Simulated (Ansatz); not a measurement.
Input and output for `O=C[SiH]1[BH][AlH]1`.

```yaml
crystal:
  periodic: [false, false, false]
  atoms:
    - {symbol: O, position_ang: [1.408071, 2.258077, -0.072384]}
    - {symbol: C, position_ang: [0.788353, 1.277100, -0.137180]}
    - {symbol: Si, position_ang: [0.767018, -0.320699, -1.011534]}
    - {symbol: B, position_ang: [-0.608770, -1.469012, -0.354438]}
    - {symbol: Al, position_ang: [-1.173913, -0.208003, 1.090318]}
    - {symbol: H, position_ang: [-0.082897, 1.149793, 0.830405]}
    - {symbol: H, position_ang: [1.847249, -0.402770, -2.084989]}
    - {symbol: H, position_ang: [-0.873853, -2.535170, -0.656837]}
    - {symbol: H, position_ang: [-2.065433, 0.378719, 2.269199]}
basis:
  gaussian: {orbitals: ANO-RCC-VTZP}
hamiltonian: {xc: {name: wB97X}}
output: {forces: true}
```

```sh
$ ansatz run in.yaml --threads 2 --pin off --events-out ev --progress --plain --max-ram 4352MiB
```

Output, abridged:

```
Functional definition: wB97X
1645 factors; their error is unknown
414 factors; integrals over basis functions are off by at most 5.6e-6 eV
mean field evaluation 1: about -18323.9609 eV, gradient 4.5e1 eV
mean field evaluation 2: about -18320.6358 eV, gradient 6.6e1 eV
mean field evaluation 4: about -18328.3267 eV, gradient 2.4e0 eV
mean field evaluation 8: about -18328.3490 eV, gradient 6.2e-2 eV
mean field evaluation 16: about -18328.3837 eV, gradient 5.2e-4 eV
mean field -18328.38371655 eV, -673.5556781586 hartree, gradient 3.8e-5 eV, S^2 0.000000; 0 other end points of the search recorded, 0 dependent functions left out
reference -18328.38366231 eV, -673.5556761651 hartree; 25, 25 occupied and 189, 189 virtual orbitals, 1645 factors
Total energy: -18328.38366231 eV, -673.5556761651 hartree
Relativity: scalar
Atom 0 at     1.408071     2.258077    -0.072384 Å, force     0.570450     1.437384    -0.026982 eV/Å
Atom 1 at     0.788353     1.277100    -0.137180 Å, force    -0.594184    -0.996529     0.920994 eV/Å
Atom 2 at     0.767018    -0.320699    -1.011534 Å, force    -0.197187    -1.676467    -0.856660 eV/Å
Atom 3 at    -0.608770    -1.469012    -0.354438 Å, force     1.146282     1.886282     0.039826 eV/Å
Atom 4 at    -1.173913    -0.208003     1.090318 Å, force    -0.423397     0.156940     0.244174 eV/Å
Atom 5 at    -0.082897     1.149793     0.830405 Å, force     0.191691     0.315207    -0.349422 eV/Å
Atom 6 at     1.847249    -0.402770    -2.084989 Å, force    -0.535732     0.191988     0.490358 eV/Å
Atom 7 at    -0.873853    -2.535170    -0.656837 Å, force    -0.297805    -1.194403    -0.376613 eV/Å
Atom 8 at    -2.065433     0.378719     2.269199 Å, force     0.139883    -0.120400    -0.085676 eV/Å
Dipole moment:    -0.217163    -0.116309     0.192515 e Å
```

Hardware: 2 threads of an Arm Neoverse V2 on a shared host. Wall time 31 s, peak host memory 0.99 GiB.
